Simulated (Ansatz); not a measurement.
H4BN, triplet, at a GFN2-xTB geometry (a higher spin typed on purpose: for a closed-shell molecule this is an excited state); MP2/6-31G** (Ansatz, a program for electronic structure).

Input for Ansatz:
Ansatz 0.2 input:
```yaml
crystal:
  periodic: [false, false, false]
  atoms:
    - {symbol: B, position_ang: [-0.78805315, 0.15292982, -0.22510804]}
    - {symbol: N, position_ang: [0.62170720, -0.04098803, 0.05505530]}
    - {symbol: H, position_ang: [-1.38855047, -0.89304437, -0.30414008]}
    - {symbol: H, position_ang: [-1.37559735, 0.65664534, 0.70331406]}
    - {symbol: H, position_ang: [1.37443024, 0.32028859, -0.51034690]}
    - {symbol: H, position_ang: [0.97803298, -0.56162246, 0.85132607]}
basis:
  gaussian:
    orbitals: 6-31G__.json
magnetization: {spin_polarized: true, initial_magnetization: 2}
correlation: {method: mp2, electrons: outside_noble_gas}
accuracy: high
```
The basis file holds 6-31G** in the JSON format of the Basis Set Exchange.

Output, abridged:

```
Functional definition: HF
1136 factors; integrals over basis functions are off by at most 3.3e-9 eV
mean field evaluation 1: about -2211.7848 eV, gradient 1.5e1 eV
mean field evaluation 2: about -2211.7865 eV, gradient 1.5e1 eV
mean field evaluation 4: about -2213.2777 eV, gradient 2.3e0 eV
mean field evaluation 8: about -2213.4418 eV, gradient 1.9e-1 eV
mean field evaluation 16: about -2213.4431 eV, gradient 1.2e-8 eV
mean field -2213.44311538 eV, -81.3425341644 hartree, gradient 1.2e-8 eV, S^2 2.012854; 0 other end points of the search recorded, 0 dependent functions left out
2 core orbitals not correlated
reference -2213.44311538 eV, -81.3425341644 hartree; 7, 5 occupied and 41, 43 virtual orbitals, 1136 factors
second order -6.63732972 eV of doubles, -0.00000000 eV of singles
Total energy: -2220.08044509 eV, -81.5864515326 hartree
```
